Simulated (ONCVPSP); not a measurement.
Varying the ONCV potential for bromine (Br)

Base potential:

ONCVPSP 4.0.1 input, shortened (lines: element, Z, core and valence counts, functional; n l f; lmax; l rc ep ncon nbas qcut; lloc lpopt rc5 dvloc0; l nproj debl; icmod fcfact rcfact), LDA (Perdew-Wang 92), scalar-relativistic:

```
  Br 35.00    6    2  -001012      upf
    1    0    2.00
    2    0    2.00
    2    1    6.00
    3    0    2.00
    3    1    6.00
    3    2   10.00
    4    0    1.00
    4    1    6.00
    1
    0    1.45    0.00    3    6    5.10
    1    1.20    0.00    4    9    6.80
    4    3    1.10    3.00
    0    2    0.90
    1    3    2.10
    3    4.50    1.50
```

Cutoffs, loose and tight: the cutoffs (Ha) at which the residual kinetic energy of the hardest occupied pseudo-wave falls to 1 and 0.1 mHa per electron. They do not see the model core or the augmentation charge, which bear on the density cutoff. Test errors are all-electron minus pseudo excitation energies from the reference, over the configurations 4s2 4p5; 4s2 4p4; 4s2 4p3; 4s2 4p2. A dash means not determined; rows that change the core or the reference have their own tests.

A true bound ghost makes a file unfit for plane-wave use even where its test errors are small: the radial tests pick states by their node count and pass the ghost by.

| change | outcome | cutoff, loose | cutoff, tight | bound ghosts | GHOST(+) flags above zero | largest test error (meV) |
| --- | --- | --- | --- | --- | --- | --- |
| base | generated | 96 Ha | 187 Ha | p | s | -97 |
| functional LDA (Perdew-Zunger) | generated | 96 Ha | 187 Ha | p | s | -96 |
| s: rc 1.06; local potential polynomial inside 1.06 bohr (lpopt 3, dvloc0 3 Ha) | generated | 96 Ha | 187 Ha | s, p | s | -91 |
| local potential polynomial inside 1.10 bohr (lpopt 1, dvloc0 6 Ha) | generated | 96 Ha | 187 Ha | p | s | -97 |
| p: qcut 7.6 | generated | 47 Ha | 181 Ha | p | s, p | -98 |
| s: ncon 4, nbas 7 | generated | 96 Ha | 187 Ha | p | s | -99 |
| s: nbas 8 | generated | 96 Ha | 187 Ha | p | s | -96 |
